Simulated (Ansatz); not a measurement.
H2MgS (SMILES [MgH][SH]) moved off its minimum; all values from Ansatz (a quantum-chemistry and plane-wave program), cores frozen in correlated methods.
(charge 0, multiplicity 1)
```xyz
4

Mg    -0.6920    -0.6683    -0.8232
H     -1.6310    -1.2834    -1.9801
S      0.5633     0.7153     0.7803
H      0.7397    -0.6119     1.3679
```

Forces at B3LYP/def2-TZVPP (eV/Å):

```tsv
atom	Fx	Fy	Fz
Mg1	0.952	1.264	1.171
H2	-0.445	-0.437	-0.556
S3	-0.396	-2.799	0.022
H4	-0.110	1.971	-0.637
```

### Question
Give the forces (eV/Å), the total energy and the dipole at CCSD(T)/def2-TZVPPD.

### Answer

| atom | Fx | Fy | Fz |
|---|---|---|---|
| Mg1 | 1.007 | 1.270 | 1.247 |
| H2 | -0.508 | -0.477 | -0.635 |
| S3 | -0.362 | -2.795 | 0.075 |
| H4 | -0.138 | 2.001 | -0.687 |
Energy -598.5963 hartree, dipole 2.23 D.
